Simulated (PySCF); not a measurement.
## Working out the ionisation energy of Pd

Pd [Kr] 4d10 (1S) → Pd⁺ [Kr] 4d9 (2D). Computed with PySCF 2.14 in cc-pVDZ-PP with ECP28MDF, with a scalar-relativistic core potential. Frozen: 4s2 4p6. Energies in hartree (1 hartree = 27.21139 eV):

```json
{"part": "UHF", "Pd (lower)": "-126.607155", "Pd⁺ (upper)": "-126.376248"}
{"part": "MP2 opposite-spin", "Pd (lower)": "-0.174783", "Pd⁺ (upper)": "-0.132295"}
{"part": "MP2 same-spin", "Pd (lower)": "-0.099138", "Pd⁺ (upper)": "-0.076085"}
```

Problem. What does Hartree-Fock give?

Solution. (-126.376248) − (-126.607155) = 0.230907 hartree = 6.283 eV.

Problem. What do MP2 and SCS-MP2 (6/5 opposite-spin, 1/3 same-spin) give?

Solution. The opposite-spin parts differ by 1.156 eV and the same-spin parts by 0.627 eV. MP2: 6.283 + (1.156) + (0.627) = 8.066 eV. SCS-MP2: 6.283 + 1.2 × (1.156) + (0.627)/3 = 7.879 eV.

Measured between the centres of the two terms (NIST): 8.512 eV, so MP2 (valence) is off by -0.446 eV.

A double-zeta basis recovers only part of the correlation energy.

What remains against the reference includes basis incompleteness, the frozen core and correlation beyond second order.
